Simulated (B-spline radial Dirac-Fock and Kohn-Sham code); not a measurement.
Relativistic shifts of the levels of K⁶⁺

System: the K⁶⁺ ion, [Ne] 3s2 3p1.

Both columns are ΔSCF binding energies of the configuration average from a B-spline atomic structure program: non-relativistic Hartree-Fock with a point nucleus, and Dirac-Fock with a finite nucleus and the Coulomb interaction alone, averaged over the two j levels with weights 2j+1.

```
shell  Hartree-Fock (eV)  Dirac-Fock (eV)  shift (eV)  shift (%)
   1s             3725.7           3743.2      +17.49      +0.47
   2s              499.9            503.1       +3.24      +0.65
   2p              417.9            418.2       +0.28      +0.07
   3s              133.2            133.7       +0.55      +0.42
   3p              116.6            116.7       +0.08      +0.07
```

Relativity binds 1s, 2s, 2p, 3s, 3p more strongly, among those listed most of all 2s in relative terms.

Values without a named source are computed, but for edge energies of neutral atoms, which are taken from tables.
